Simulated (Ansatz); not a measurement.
Geometry optimisation, RKS PBE0/def2-SVP (Ansatz 0.2.0).

input.yaml

```yaml
crystal:
  periodic: [false, false, false]
  atoms:
    - { symbol: W, position_ang: [0.084127, -0.176427, 0.009963] }
    - { symbol: H, position_ang: [0.072354, 0.193554, 1.67906] }
    - { symbol: H, position_ang: [1.52149, -0.345637, 0.846958] }
    - { symbol: O, position_ang: [-0.367181, 1.539394, -0.648622] }
    - { symbol: H, position_ang: [-1.310642, 1.754331, -0.660974] }
    - { symbol: O, position_ang: [-1.795477, -0.225941, 0.54094] }
    - { symbol: H, position_ang: [-2.123344, -0.112035, 1.43629] }
    - { symbol: O, position_ang: [-0.180254, -1.991099, -0.292961] }
    - { symbol: H, position_ang: [-1.048584, -2.414507, -0.241257] }
    - { symbol: F, position_ang: [1.414297, -0.143131, -1.356224] }
    - { symbol: "N", position_ang: [1.88922, 2.247082, 1.296092] }
    - { symbol: H, position_ang: [2.628117, 1.677831, 0.889099] }
    - { symbol: H, position_ang: [1.343836, 2.643645, 0.534484] }
    - { symbol: H, position_ang: [1.26234, 1.62304, 1.83615] }
basis:
  gaussian: { orbitals: def2-SVP }
hamiltonian:
  xc: pbe0
relax:
  f_tol: 0.03
  max_steps: 50
```

Launched with:

```bash
$ ansatz run input.yaml --threads 4 --pin off --max-ram 5120MiB --backend cpu --events-out ev --progress --plain --runs-dir out
```

Task: Where does it end, and by what steps?

Result: The run converged. After 27 steps the energy has fallen by 0.176 eV; H14 moved furthest, 1.43 Å.

```tsv
step	energy less start (eV)	largest force component (eV/Å)	accepted
0	0.0000	0.597	yes
1	-0.0597	0.330	yes
2	-0.0844	0.598	yes
3	-0.1123	0.379	yes
4	-0.1212	0.272	yes
5	-0.1303	0.192	yes
6	-0.1346	0.230	yes
7	-0.1376	0.234	yes
8	-0.1395	0.147	yes
9	-0.1398	0.128	yes
10	-0.1421	0.107	yes
11	-0.1424	0.228	yes
12	-0.1446	0.064	yes
13	-0.1454	0.100	yes
14	-0.1464	0.141	yes
15	-0.1477	0.184	yes
16	-0.1500	0.193	yes
17	-0.1512	0.350	yes
18	-0.1518	0.373	yes
19	-0.1554	0.464	yes
20	-0.1660	0.136	yes
21	-0.1697	0.081	yes
22	-0.1723	0.126	yes
23	-0.1740	0.156	yes
24	-0.1753	0.089	yes
25	-0.1756	0.063	yes
26	-0.1763	0.031	yes
27	-0.1764	0.014	yes
```

```xyz
14
Properties=species:S:1:pos:R:3
W -0.223 -0.221 0.190
H -0.813 -0.326 1.764
H 0.884 -0.039 1.434
O -0.652 1.563 -0.153
H -1.511 1.932 -0.388
O -2.129 -0.554 -0.001
H -2.770 -0.672 0.704
O -0.004 -2.032 -0.167
H -0.635 -2.708 -0.437
F 1.433 0.094 -0.733
N 2.689 2.495 0.894
H 2.687 1.762 0.184
H 1.792 2.967 0.788
H 2.641 2.009 1.789
```

Whether the end is a true minimum wasn't checked by a vibrational analysis.

Time of the run: 35 s on 4 threads of AMD EPYC 9R45 96-Core Processor (Zen 5), on a shared host, peak memory 0.44 GiB.
